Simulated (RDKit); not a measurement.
Job for RDKit: UFF on C2H6Si (SMILES C=C[SiH3]), a point of a torsion scan.

```python
from rdkit import Chem
from rdkit.Chem import AllChem, rdDetermineBonds

blocks = [
'''9

C     1.52249021   -0.08682698   -0.27467711
C     0.49732032    0.05192238    0.55085558
Si   -1.31374272    0.03542310    0.04233096
H     1.38044626   -0.22337784   -1.33508609
H     2.54972143   -0.07206190    0.05948487
H     0.70775778    0.18595811    1.60646993
H    -1.99114274   -1.06569786    0.73375197
H    -1.41946724   -0.14267369   -1.40603222
H    -1.92971336    1.30555214    0.43819000
''',
]
mol = None
for b in blocks:
    f = Chem.MolFromXYZBlock(b)
    rdDetermineBonds.DetermineBonds(f, charge=0)
    mol = f if mol is None else Chem.CombineMols(mol, f)
Chem.SanitizeMol(mol)
print(Chem.MolToSmiles(Chem.RemoveHs(mol)))
ff = AllChem.UFFGetMoleculeForceField(mol, vdwThresh=100.0, ignoreInterfragInteractions=False)
e = ff.CalcEnergy()
print(f'UFF energy {e:.6f} kcal/mol')
```

Output:

```
C=C[SiH3]
UFF energy 2.473750 kcal/mol
```

The run finished.

Cost: very roughly 0.020 core-seconds.
